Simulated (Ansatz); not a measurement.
`[BH2][AlH][SbH2]` and `[BH2][AlH][SiH3]` differ in one atom or group.

Ansatz, PBE0-D4/def2-TZVP geometries, multiplicity 1. 

Elements past krypton have def2 core potentials.

```
                                                                                  property  `[BH2][AlH][SbH2]`
                                                         HOMO energy (PBE/def2-TZVPP) / eV               -5.75
                                                     LUMO energy (ωB97M-V/def2-TZVPP) / eV               -0.56
                                        size of the dipole moment (ωB97M-V/def2-TZVPP) / D                0.77
ideal-gas entropy at 298 K and 1 bar (rigid rotor, harmonic PBE0-D4/def2-TZVP) / J/(mol·K)                 353
                                                     HOMO–LUMO gap (B3LYP/def2-TZVPP) / eV                3.86
                                                        LUMO energy (PBE0/def2-TZVPP) / eV               -2.43
```

(1) Give the same properties after the change, and the shifts. (Estimate.)

## Answers

(1) Ansatz gave: 
```
                                                                                  property  `[BH2][AlH][SiH3]`  shift
                                                         HOMO energy (PBE/def2-TZVPP) / eV               -6.15  -0.40
                                                     LUMO energy (ωB97M-V/def2-TZVPP) / eV               -0.50   0.06
                                        size of the dipole moment (ωB97M-V/def2-TZVPP) / D                0.73  -0.04
ideal-gas entropy at 298 K and 1 bar (rigid rotor, harmonic PBE0-D4/def2-TZVP) / J/(mol·K)                 344     -9
                                                     HOMO–LUMO gap (B3LYP/def2-TZVPP) / eV                4.41   0.55
                                                        LUMO energy (PBE0/def2-TZVPP) / eV               -2.41   0.02
```

The zero-point energy changes by 27.7 kJ/mol with +3 modes. Dipoles are sizes alone; their direction can turn. Modes under 60 cm⁻¹, often nearly free rotors, make the harmonic entropy too high.

B3LYP here is the variant with VWN-RPA as its local correlation; programs differ in this.

Spin–orbit coupling is left out; it splits and shifts lone-pair levels of the heavy atoms by tenths of an eV.
